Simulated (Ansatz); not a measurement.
The cluster Na4Li3⁻, relaxed as a singlet with RKS PBE/def2-SVPD in Ansatz, starting from the GFN2-xTB geometry. Force threshold 0.02 eV/Å.

The restricted singlet is unstable towards broken spin symmetry in Hartree–Fock (as tested in another run); at PBE/def2-SVPD this wasn't settled. The highest occupied level of the charge -1 singlet lies above zero (up to 0.01 eV). By energy differences its removal costs 1.26 eV (vertical, to the charge 0 doublet, at PBE0/def2-TZVPD). The structure comes from a short search, and lower isomers may exist.

Start:

Cartesian coordinates in Å:
```
Li -0.046 -2.414 0.628
Li -2.085 -0.248 0.977
Li 1.274 -0.528 1.754
Na 1.795 -0.896 -1.543
Na -2.078 -0.404 -1.953
Na -0.237 2.316 1.439
Na 1.377 2.174 -1.301
```

```
step  energy (eV)  largest force component (eV/Å)  SCF passes
   1  -18258.5985                           0.436          31
   2  -18258.7639                           0.207          33
   3  -18258.8751                           0.091          33
   4  -18258.9149                           0.048          33
   5  -18258.9304                           0.024          33
   6  -18258.9446                           0.024          33
   7  -18258.9544                           0.019          32
   8  -18258.9559                           0.014          30
   9  -18258.9562                           0.014          30
```

Force components are those of the run's own axes.

End:

```xyz
7

Li   -0.408   -2.449    0.325
Li   -1.741    0.097    0.924
Li    1.209   -0.317    1.528
Na    2.200   -1.144   -1.416
Na   -1.712   -0.616   -2.190
Na   -0.049    2.606    2.070
Na    0.502    1.823   -1.241
```

Bonds formed: Li1–Na5, Li2–Li3, Na5–Na7 (atoms count from 1).

The force fell under the threshold at step 7, but the optimiser went on. No frequencies were taken in this run, so the end may be a saddle point.

It took 19 s on 4 threads of Arm Neoverse V2 on a shared host.
